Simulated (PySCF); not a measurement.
Radial density of Se²⁺ (selenium, charge +2)

HSE06, [Ar] 3d10 4s1 4p3, high-spin 5S determinant (an excited configuration). Computed with PySCF 2.14 in aug-cc-pwCVTZ-PP with ECP10MDF (8s7p6d4f1g, 96 functions), with a scalar-relativistic core potential. This is the valence pseudo-density: the core potential removes the inner electrons and smooths the orbitals near the nucleus.

| r (bohr) | 4πr²ρ (e/bohr) | 4πr²(ρα − ρβ) |
| --- | --- | --- |
| 0.000597 | 2.639e-05 | 0.0000 |
| 0.00100 | 7.446e-05 | 0.0000 |
| 0.00169 | 0.0002092 | 0.0000 |
| 0.00284 | 0.0005800 | 0.0001 |
| 0.00478 | 0.001555 | 0.0001 |
| 0.00803 | 0.003852 | 0.0004 |
| 0.0135 | 0.008396 | 0.0008 |
| 0.0227 | 0.01633 | 0.0015 |
| 0.0382 | 0.02967 | 0.0023 |
| 0.0643 | 0.1041 | 0.0029 |
| 0.108 | 0.7931 | 0.0040 |
| 0.182 | 5.055 | 0.0302 |
| 0.306 | 20.06 | 0.3226 |
| 0.515 | 32.04 | 0.3732 |
| 0.866 | 11.78 | 0.2665 |
| 1.46 | 3.448 | 2.5796 |
| 2.45 | 1.304 | 1.2923 |
| 4.12 | 0.05363 | 0.0536 |
| 6.93 | 0.0002149 | 0.0002 |

Energies and moments cover only the electrons outside the core potential.
